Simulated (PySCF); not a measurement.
Members of one series of related molecules.

All values: PBE0/def2-SVPD (PySCF) at PBE0-D3(BJ)/def2-SVP geometries, gas phase, one conformer each. Core orbitals are frozen in the response; Δα² is half the sum of the squared differences of the principal polarisabilities.

Question: Rank by HOMO energy, highest first.
A. `C(=O)(F)/C=C/C`
B. `O=C(/C(C(C)C)=C\C)F`
C. `C/C=C(/OC)C(=O)F`

Answer: C (-7.13 eV), B (-7.77 eV), A (-8.35 eV).

Question: Rank by vertical ionisation energy (ΔSCF), lowest first.
A. `C/C=C/C(=O)F`
B. `C/C=C(/OC)C(=O)F`
C. `C=C/C(=C/C)C(=O)F`
D. `C(C)(/C(C(=O)F)=C/C)C`

Answer: C (8.99 eV), B (9.11 eV), D (9.62 eV), A (10.48 eV).

All values together:

| SMILES | formula | μ (D) | HOMO (eV) | LUMO (eV) | α (Å³) | Δα (Å³) | electrons | α per electron (Å³) | ΔSCF removal energy (eV) |
| --- | --- | --- | --- | --- | --- | --- | --- | --- | --- |
| C/C=C/C(=O)F | C4H5FO | 4.13 | -8.35 | -1.85 | 8.13 | 5.00 | 46 | 0.177 | 10.48 |
| C=C/C(=C/C)C(=O)F | C6H7FO | 3.17 | -7.13 | -1.89 | 12.15 | 8.90 | 60 | 0.203 | 8.99 |
| C/C=C(/OC)C(=O)F | C5H7FO2 | 4.15 | -7.13 | -1.62 | 10.49 | 4.88 | 62 | 0.169 | 9.11 |
| C/C=C(\C(=O)F)C(C)C | C7H11FO | 3.34 | -7.77 | -1.69 | 13.24 | 4.79 | 70 | 0.189 | 9.62 |

Conformers: `[CH3:1]/[CH:2]=[CH:3]/[C:4](=[O:5])[F:6]` with C2–C3–C4–O5 0°; `[CH2:1]=[CH:2]/[C:3](=[CH:4]/[CH3:5])[C:6](=[O:7])[F:8]` with C1–C2–C3–C4 175°, C2–C3–C6–O7 158°; `[CH3:1]/[CH:2]=[C:3](/[O:4][CH3:5])[C:6](=[O:7])[F:8]` with C2–C3–O4–C5 1°, C2–C3–C6–O7 -1°; `[CH3:1]/[CH:2]=[C:3](\[C:4](=[O:5])[F:6])[CH:7]([CH3:8])[CH3:9]` with C2–C3–C4–O5 -5°, C2–C3–C7–C8 107°.
